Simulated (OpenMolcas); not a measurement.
# S: Slater's ratio, the spin-orbit constant, thermal populations, worked from levels

| Quantity | Value |
| --- | --- |
| Program | OpenMolcas 26.06 |
| Basis | ANO-R1 [4s3p1d] |
| Scalar Hamiltonian | X2C, finite nucleus |
| Active space | 6 electrons in 4 orbitals (3s 3p) |
| State averaging | 2S+1 = 3 even, 3 roots; 2S+1 = 1 even, 6 roots; 2S+1 = 3 odd, 3 roots (0 in the spin-orbit step) |
| Spin-orbit coupling | RASSI with atomic mean-field integrals over the reference wave functions, term energies averaged over their components |

Methods: CASSCF; SS-CASPT2, IPEA 0.25 Eh, imaginary shift 0.1 Eh (closed shells correlated: 2s 2p). Measured levels: NIST Handbook of Basic Atomic Spectroscopic Data.

**Slater's ratio.** With one set of orbitals, p4 has ¹D - ³P = 6 F2 and ¹S - ¹D = 9 F2 (F2 = F²/25), a ratio of 3/2. Term energies are centres of gravity, weighted by 2J + 1.

| Source | ¹D - ³P | ¹S - ³P | F2 from the first | Ratio |
| --- | --- | --- | --- | --- |
| CASSCF | 11749 | 21703 | 1958 | 0.847 |
| SS-CASPT2 | 10500 | 22809 | 1750 | 1.172 |
| measured | 9043 | 21984 | 1507 | 1.431 |

Energies in cm-1. A ratio away from 3/2 shows effects beyond one configuration with one set of orbitals, and in heavier atoms second-order spin-orbit shifts. In CASSCF the valence s occupation is 1.93 in ¹S against 2.00 in ¹D: mixing out of s² acts most on ¹S and pulls it down.

**The spin-orbit constant.** For the Hund term ³P of p4, E(J) = (A/2) J(J+1) + constant and ζ = -2S·A = -2A. From J = 0 to J = 2 the energy changes by 3 A.

| Source | E(2) - E(0) | A | ζ |
| --- | --- | --- | --- |
| CASSCF | -509.5 | -169.8 | 340 |
| SS-CASPT2 | -510.6 | -170.2 | 340 |
| measured | -573.6 | -191.2 | 382 |

All in cm-1. SS-CASPT2 is off by -11.0 % and CASSCF by -11.2 %. Both methods take the spin-orbit matrix elements from the reference wave functions, so the second can move ζ only through the term energies and any multistate remixing. Second-order mixing with other terms is absorbed into this ζ.

**Thermal populations.** Z = Σ (2J + 1) exp(-E/kT) with k = 0.695035 cm-1/K, over the levels below. No other level of either list lies under 52600 cm-1, which is above 7 kT at each temperature.

```json
{"Level": "3s² 3p⁴ ³P₂", "2J + 1": "5", "SS-CASPT2": "0.0", "measured": "0.0"}
{"Level": "3s² 3p⁴ ³P₁", "2J + 1": "3", "SS-CASPT2": "349", "measured": "396"}
{"Level": "3s² 3p⁴ ³P₀", "2J + 1": "1", "SS-CASPT2": "511", "measured": "574"}
{"Level": "3s² 3p⁴ ¹D₂", "2J + 1": "5", "SS-CASPT2": "10670", "measured": "9239"}
{"Level": "3s² 3p⁴ ¹S₀", "2J + 1": "1", "SS-CASPT2": "22980", "measured": "22180"}
```

| T (K) | Z, SS-CASPT2 | Z, measured levels | Ground level (%), SS-CASPT2 | Ground level (%), measured levels |
| --- | --- | --- | --- | --- |
| 3000 | 8.350 | 8.300 | 59.9 | 60.2 |
| 5000 | 8.810 | 8.877 | 56.8 | 56.3 |
| 8000 | 9.480 | 9.663 | 52.7 | 51.7 |

At 8000 K, kT = 5560 cm-1, and the computed levels give Z = 5.000 + 2.817 + 0.912 + 0.734 + 0.016 = 9.480.

CASPT2 breaks the degeneracy within a term, and the mean is taken; among the terms shown or strongly mixed into the levels shown the widest spread is 110 cm-1 (3s² 3p⁴ ¹D, SS-CASPT2). No level of 3s 3p⁵ was computed, though it lies in the active space. Without dynamic correlation excited terms often stand tens of per cent too high (terms of higher spin than the ground term too low), and those without a measured partner can miss by more than the paired ones (holds for CASSCF). Some terms miss by over 15 % even with CASPT2, which points to a basis or an active space too small for the shells correlated (holds for SS-CASPT2). Computed and measured levels are paired by configuration, term and J; levels that our copy of the source lacks, or whose pairing is in doubt (as where it misses far off the trend of its configuration), stay unpaired and out of the deviations. Only configurations of the active space appear.
